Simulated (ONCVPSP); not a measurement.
**Tl: ONCV pseudisation with LDA (Perdew-Wang 92), scalar-relativistic reference atom.**

ONCVPSP 4.0.1 was run on this input:

```
# ATOM AND REFERENCE CONFIGURATION
# atsym  z   nc   nv     iexc    psfile
  Tl 81.00   10    5  -001012      upf
#
#   n    l    f
    1    0    2.00
    2    0    2.00
    2    1    6.00
    3    0    2.00
    3    1    6.00
    3    2   10.00
    4    0    2.00
    4    1    6.00
    4    2   10.00
    4    3   14.00
    5    0    2.00
    5    1    6.00
    5    2   10.00
    6    0    2.00
    6    1    1.00
#
# PSEUDOPOTENTIAL AND OPTIMIZATION
# lmax
    2
#
#   l,   rc,      ep,       ncon, nbas, qcut
    0    1.65    0.00    4    7    5.60
    1    1.95    0.00    5    8    8.00
    2    2.10    0.00    4    9    5.90
#
# LOCAL POTENTIAL
# lloc, lpopt,  rc(5),   dvloc0
    4    4    1.20    0.00
#
# VANDERBILT-KLEINMAN-BYLANDER PROJECTORs
# l, nproj, debl
    0    2    1.70
    1    2    0.50
    2    2    1.70
#
# MODEL CORE CHARGE
# icmod, fcfact, rcfact
    1    0.50    0.00
#
# LOG DERIVATIVE ANALYSIS
# epsh1, epsh2, depsh
   -6.00    5.00    0.04
#
# OUTPUT GRID
# rlmax, drl
    6.00    0.01
#
# TEST CONFIGURATIONS
# ncnf
    4
# nvcnf
#   n    l    f
    5
    5    0    2.00
    5    1    6.00
    5    2   10.00
    6    0    2.00
    6    1    0.00
#
    5
    5    0    2.00
    5    1    6.00
    5    2   10.00
    6    0    1.00
    6    1    0.00
#
    5
    5    0    2.00
    5    1    6.00
    5    2   10.00
    6    0    0.00
    6    1    0.00
#
    5
    5    0    2.00
    5    1    6.00
    5    2    9.00
    6    0    2.00
    6    1    1.00
#
```

Command:

```bash
oncvpsp.x < Tl.dat > Tl.out
```

Resulting log (shortened: citation, most of the input echo, consistency checks and plot data are left out):

```
ONCVPSP  (Optimized Norm-Conservinng Vanderbilt PSeudopotential)
scalar-relativistic version 4.0.1

#   n    l    f        energy (Ha)
    1    0    2.00    -3.1446741E+03
    2    0    2.00    -5.5994934E+02
    2    1    6.00    -4.8171799E+02
    3    0    2.00    -1.3364188E+02
    3    1    6.00    -1.1113319E+02
    3    2   10.00    -8.7795729E+01
    4    0    2.00    -2.9800390E+01
    4    1    6.00    -2.2421504E+01
    4    2   10.00    -1.3777175E+01
    4    3   14.00    -4.2042970E+00
    5    0    2.00    -4.8252277E+00
    5    1    6.00    -2.8025328E+00
    5    2   10.00    -5.7415687E-01
    6    0    2.00    -3.6123179E-01
    6    1    1.00    -9.4660486E-02

Reference configufation results
  iterations    24
  all-electron total energy (Ha)   -2.02349716D+04

Begin loop to  construct optimized pseudo wave functions
and semi-local pseudopoentials for all angular momenta

Calculating optimized projector #   1

 for l=   0

    Fraction of norm inside rc  0.987714
    Optimizing pswf for qcut=   5.61 a_B^-1,  ecut=  15.73 Ha
    Residual kinetic energy error=  2.07D-04 Ha

    Energy error per electron        Cutoff
         Ha          eV             Ha
         0.01000     0.27211        7.65
         0.00100     0.02721        9.70
         0.00010     0.00272       29.88
         0.00001     0.00027       48.74

Calculating optimized projector #   2

 for l=   0

    Fraction of norm inside rc  0.150870
    Optimizing pswf for qcut=   5.61 a_B^-1,  ecut=  15.73 Ha
    Residual kinetic energy error=  1.19D-03 Ha

    Energy error per electron        Cutoff
         Ha          eV             Ha
         0.01000     0.27211        6.93
         0.00100     0.02721       16.49
         0.00010     0.00272       55.05
         0.00001     0.00027       66.23

Calculating optimized projector #   1

 for l=   1

    Fraction of norm inside rc  0.987040
    Optimizing pswf for qcut=   8.01 a_B^-1,  ecut=  32.04 Ha
    Residual kinetic energy error=  1.72D-07 Ha

    Energy error per electron        Cutoff
         Ha          eV             Ha
         0.01000     0.27211       14.26
         0.00100     0.02721       17.95
         0.00010     0.00272       20.94
         0.00001     0.00027       23.20

Calculating optimized projector #   2

 for l=   1

    Fraction of norm inside rc  0.073622
    Optimizing pswf for qcut=   8.01 a_B^-1,  ecut=  32.04 Ha
    Residual kinetic energy error=  4.46D-07 Ha

    Energy error per electron        Cutoff
         Ha          eV             Ha
         0.01000     0.27211        9.96
         0.00100     0.02721       13.79
         0.00010     0.00272       16.91
         0.00001     0.00027       20.33

   Wellstate for l =  2  n =  7
     eigenvalue =   1.1258
     asymptotic potential =   1.6258
     half-point radius =  5.1129

Calculating optimized projector #   1

 for l=   2

    Fraction of norm inside rc  0.892857
    Optimizing pswf for qcut=   5.90 a_B^-1,  ecut=  17.39 Ha
    Residual kinetic energy error=  3.15D-04 Ha

    Energy error per electron        Cutoff
         Ha          eV             Ha
         0.01000     0.27211       13.33
         0.00100     0.02721       16.16
         0.00010     0.00272       33.29
         0.00001     0.00027       69.66

Calculating optimized projector #   2

 for l=   2

    Fraction of norm inside rc  0.096526
    Optimizing pswf for qcut=   5.90 a_B^-1,  ecut=  17.39 Ha
    Residual kinetic energy error=  3.52D-04 Ha

    Energy error per electron        Cutoff
         Ha          eV             Ha
         0.01000     0.27211       12.74
         0.00100     0.02721       16.04
         0.00010     0.00272       23.75
         0.00001     0.00027       71.38

Construct Vanderbilt / Kleinmman-Bylander projectors

B matrix Hermiticity error, ll=   0
   1   2    9.8133E-04

  Orthonormal projector coefficients  7.0842E+00  1.9967E+00

B matrix Hermiticity error, ll=   1
   1   2    3.1249E-04

  Orthonormal projector coefficients  4.3660E+00  1.0427E+00

B matrix Hermiticity error, ll=   2
   1   2   -1.8959E-04

  Orthonormal projector coefficients  5.6902E+00 -1.2982E+00

Model core correction analysis
  based on d2Exc/dn_idn_j

d2excae - all-electron derivatives

   -2.738483D-02   -2.407760D-02   -1.433914D-02   -2.119645D-03
   -8.171702D-04
   -2.407763D-02   -2.354415D-02   -1.673100D-02   -2.940964D-03
   -9.041063D-04
   -1.433919D-02   -1.673103D-02   -1.668762D-02   -5.942351D-03
   -1.514585D-03
   -2.119652D-03   -2.940946D-03   -5.942299D-03   -6.065716D-03
   -1.750361D-03
   -8.171798D-04   -9.041123D-04   -1.514604D-03   -1.750437D-03
   -5.548109D-04

d2excps - pseudofunction derivatives with no core correction

   -5.860916D-02   -3.701991D-02   -1.486178D-02   -5.140050D-03
   -1.532339D-03
   -3.702178D-02   -3.287391D-02   -1.873983D-02   -3.880759D-03
   -1.337777D-03
   -1.486209D-02   -1.873996D-02   -1.916882D-02   -6.198097D-03
   -1.596485D-03
   -5.141016D-03   -3.880786D-03   -6.198059D-03   -6.291260D-03
   -1.791662D-03
   -1.532489D-03   -1.337807D-03   -1.596506D-03   -1.791738D-03
   -5.731630D-04

rms 2nd derivative error    7.572180E-03

Polynomial model core charge

d2excps - pseudofunction derivatives with core correction

   -2.375650D-02   -2.101713D-02   -1.158344D-02   -1.988802D-03
   -7.444453D-04
   -2.101709D-02   -2.269539D-02   -1.598099D-02   -2.679069D-03
   -8.807766D-04
   -1.158341D-02   -1.598098D-02   -1.805607D-02   -5.997394D-03
   -1.491936D-03
   -1.988799D-03   -2.679047D-03   -5.997354D-03   -5.972232D-03
   -1.726300D-03
   -7.444496D-04   -8.807812D-04   -1.491957D-03   -1.726375D-03
   -5.507795D-04

rms 2nd derivative error    1.428350E-03

Pseudoatom total energy -173.780276

Diagnostic tests using Vanderbilt-Kleinman-Bylander pseudopotentials
  1 or more projectors used as specified by nproj input data

   l    rcore       rmatch      e in        delta e   norm test  slope test

   0   1.6506945   1.7008132  -4.8252277   0.0000062   1.0003325   1.0002968
   0   1.6506945   1.7008132  -0.3612318   0.0000031   1.0000507   1.0000371

   1   1.9516870   2.0109444  -2.8025328   0.0000049   1.0002538   1.0002376
   1   1.9516870   2.0109444  -0.0946605   0.0000023   1.0000309   1.0000212

   2   2.1095213   2.1735710  -0.5741569  -0.0000028   1.0001302   1.0001368
   2   2.1095213   2.1735710   1.1258431   0.0000184   1.0001824   1.0001824

 Testing for bound ghosts
   n   l    E NL Schr. Eq   E Basis Diag.   E Cutoff

   1   0       -4.825222       -4.825221     70.44
   2   0       -0.361229       -0.342463     70.44

   2   1       -2.802528       -2.802527     80.35
   3   1       -0.094658       -0.054005     80.35

   3   2       -0.574160       -0.574125     99.89

 Testing for highly-localized positive-energy ghosts
       l    <radius>/rc     E Basis Diag.   E Cutoff

Test configuration 0

   n   l     f        eae           eps        diff
   1   0  2.0000-3144.67412302
   2   0  2.0000 -559.94933501
   2   1  6.0000 -481.71799497
   3   0  2.0000 -133.64187772
   3   1  6.0000 -111.13319410
   3   2 10.0000  -87.79572868
   4   0  2.0000  -29.80039005
   4   1  6.0000  -22.42150420
   4   2 10.0000  -13.77717454
   4   3 14.0000   -4.20429703
   5   0  2.0000   -4.82522772   -4.82522151    6.21D-06
   5   1  6.0000   -2.80253276   -2.80252789    4.87D-06
   5   2 10.0000   -0.57415687   -0.57415969   -2.82D-06
   6   0  2.0000   -0.36123179   -0.36122866    3.13D-06
   6   1  1.0000   -0.09466049   -0.09465816    2.32D-06

    Total energies and differences
      AE_ref= -2.02349716D+04  AE_tst= -2.02349716D+04  dif=  0.00D+00
      PS_ref= -1.73780276D+02  PS_tst= -1.73780276D+02  dif=  2.59D-12
      PSP excitation error= -2.59D-12

Test configuration 1

   n   l     f        eae           eps        diff
   1   0  2.0000-3144.94619274
   2   0  2.0000 -560.22039852
   2   1  6.0000 -481.98914848
   3   0  2.0000 -133.91286657
   3   1  6.0000 -111.40419447
   3   2 10.0000  -88.06666157
   4   0  2.0000  -30.07137989
   4   1  6.0000  -22.69249579
   4   2 10.0000  -14.04814598
   4   3 14.0000   -4.47526766
   5   0  2.0000   -5.09633845   -5.09696688   -6.28D-04
   5   1  6.0000   -3.07393463   -3.07431833   -3.84D-04
   5   2 10.0000   -0.84449963   -0.84467340   -1.74D-04
   6   0  2.0000   -0.61322692   -0.61320855    1.84D-05

    Total energies and differences
      AE_ref= -2.02349716D+04  AE_tst= -2.02347731D+04  dif=  1.99D-01
      PS_ref= -1.73780276D+02  PS_tst= -1.73581615D+02  dif=  1.99D-01
      PSP excitation error= -8.83D-05

Test configuration 2

   n   l     f        eae           eps        diff
   1   0  2.0000-3145.34151597
   2   0  2.0000 -560.61237150
   2   1  6.0000 -482.38121009
   3   0  2.0000 -134.30511489
   3   1  6.0000 -111.79644447
   3   2 10.0000  -88.45867327
   4   0  2.0000  -30.46372854
   4   1  6.0000  -23.08480605
   4   2 10.0000  -14.44033488
   4   3 14.0000   -4.86739138
   5   0  2.0000   -5.48787255   -5.49440767   -6.54D-03
   5   1  6.0000   -3.46530484   -3.46793899   -2.63D-03
   5   2 10.0000   -1.22815275   -1.22864523   -4.92D-04
   6   0  1.0000   -0.94885854   -0.94937441   -5.16D-04

    Total energies and differences
      AE_ref= -2.02349716D+04  AE_tst= -2.02339942D+04  dif=  9.77D-01
      PS_ref= -1.73780276D+02  PS_tst= -1.72802244D+02  dif=  9.78D-01
      PSP excitation error= -5.65D-04

Test configuration 3

psatom: WARNING lschvkbb convergence error n,l,iter=   3   1   4
ea(ii),et,emin,emax -1.023363E-01 -1.125699E-01 -1.125699E-01 -1.125699E-01
run_config: WARNING for fully non-local PS atom, stg. 1
 WARNING no output for configuration 4

Test configuration 4

   n   l     f        eae           eps        diff
   1   0  2.0000-3145.16581535
   2   0  2.0000 -560.44535592
   2   1  6.0000 -482.21389307
   3   0  2.0000 -134.13519948
   3   1  6.0000 -111.62648857
   3   2 10.0000  -88.28971546
   4   0  2.0000  -30.29172841
   4   1  6.0000  -22.91264851
   4   2 10.0000  -14.26822639
   4   3 14.0000   -4.69464255
   5   0  2.0000   -5.30548854   -5.29833846    7.15D-03
   5   1  6.0000   -3.27370274   -3.27013914    3.56D-03
   5   2  9.0000   -1.01169325   -1.00846547    3.23D-03
   6   0  2.0000   -0.70164635   -0.70157519    7.12D-05
   6   1  1.0000   -0.36856246   -0.36867278   -1.10D-04

    Total energies and differences
      AE_ref= -2.02349716D+04  AE_tst= -2.02341850D+04  dif=  7.87D-01
      PS_ref= -1.73780276D+02  PS_tst= -1.72994929D+02  dif=  7.85D-01
      PSP excitation error=  1.26D-03
```

The run took about 8.6 s on one core of a shared server CPU.
